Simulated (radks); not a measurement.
The numbers below are computed, except where a source is named.
Question: Excited configurations of neutral niobium: one electron is placed in a higher orbital outside [Kr] 4d4. The ground configuration is [Kr] 4d4 5s1. Level of theory: scalar-relativistic Kohn-Sham, r2SCAN, spin-unpolarised, spherical densities, finite nucleus; meta-GGA in the generalised Kohn-Sham scheme; Fermi nuclear charge, rms radius 4.324 fm (a radial shooting solver on a logarithmic mesh with Libxc functionals). Excitation = E - E(ground); binding = E(ion) - E, where the ion is the core of charge +1; n* = 1/sqrt(2 binding) in atomic units, and the quantum defect is n - n*.

| outer orbital | excitation (eV) | binding (eV) | n* | quantum defect | eigenvalue (eV) | <r> (bohr) |
|---|---|---|---|---|---|---|
| 4f | 5.546 | 0.848 | 4.007 | -0.007 | -0.382 | 18.27 |
| 5d | 4.966 | 1.428 | 3.087 | 1.913 | -0.641 | 11.29 |
| 5f | 5.814 | 0.580 | 4.845 | 0.155 | -0.323 | 31.01 |
| 6s | 4.214 | 2.179 | 2.499 | 3.501 | -1.296 | 9.750 |
| 6p | 4.848 | 1.546 | 2.967 | 3.033 | -0.895 | 12.75 |
| 6d | 5.527 | 0.867 | 3.961 | 2.039 | -0.480 | 21.55 |
| 6f | 5.979 | 0.415 | 5.727 | 0.273 | -0.251 | 46.71 |
| 7s | 5.248 | 1.146 | 3.446 | 3.554 | -0.714 | 18.53 |
| 7p | 5.492 | 0.901 | 3.885 | 3.115 | -0.564 | 22.92 |
| 7d | 5.815 | 0.578 | 4.851 | 2.149 | -0.347 | 34.67 |
| 7f | 6.084 | 0.310 | 6.626 | 0.374 | -0.196 | 65.47 |

Estimate the row for 5p.

Answer: excitation (eV) 2.932; binding (eV) 3.462; n* 1.983; quantum defect 3.017; eigenvalue (eV) -1.641; <r> (bohr) 5.343. The Delta-SCF ionisation energy is 6.394 eV (NIST Atomic Spectra Database: 6.759 eV, measured). Self-interaction in the functional shifts the binding energies and quantum defects, so they are the method's values and not measured ones. Spin polarisation and multiplet splitting are left out, so open shells lie too high by an amount that depends on their filling.

Beside tabulated values, note that spin-unpolarised runs miss the spin-polarisation part of the exchange energy of open shells.
